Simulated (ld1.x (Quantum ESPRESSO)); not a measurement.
**Transferability test, TM potential for technetium (Tc)**

```
Element                 : Tc
Generator               : ld1.x (Quantum ESPRESSO) 7.5
Type                    : norm-conserving Troullier–Martins (Kleinman–Bylander form)
Functional              : PBE
Relativity              : fully relativistic
Frozen core             : [Ar] 3d10 4s2
Valence charge          : 13
Reference configuration : 4p6 4d4 5s0 5p0 (charge +3)
Partial waves           : 5s (bound, empty): rc 2.04 bohr; 4p (bound): rc 1.52 bohr; 4d (bound): rc 2.36 bohr
Local potential         : all-electron potential smoothed inside 1.32 bohr (lloc = -1)
Core correction         : a·sin(br)/r model core inside 1.05 bohr
```

Open shells are filled in proportion to 2j + 1 (rel_dist='average').

Energies are relative to the spin-unpolarised reference configuration 4p6 4d4 5s0 5p0; without spin polarisation the order of configurations can differ from experiment.

```tsv
valence configuration	charge	ΔE all-electron (eV)	error AE − PS (meV)
4p6 4d5 5s2 5p0	0	-51.708	+96
4p6 4d5 5s1 5p0	+1	-43.554	+47
4p6 4d5 5s0 5p0	+2	-28.703	-2.3
4p5 4d5 5s2 5p0	+1	-0.154	-160
4p6 4d6 5s0 5p0	+1	-45.541	-16
4p6 4d4 5s2 5p1	0	-45.108	+69
4p6 4d5 5s0 5p2	0	-44.005	+62
```

Note: ghost state, extra bound levels that the all-electron valence spectrum of the same l lacks: s at -150.8 eV. A true bound ghost makes a file unfit for plane-wave use.
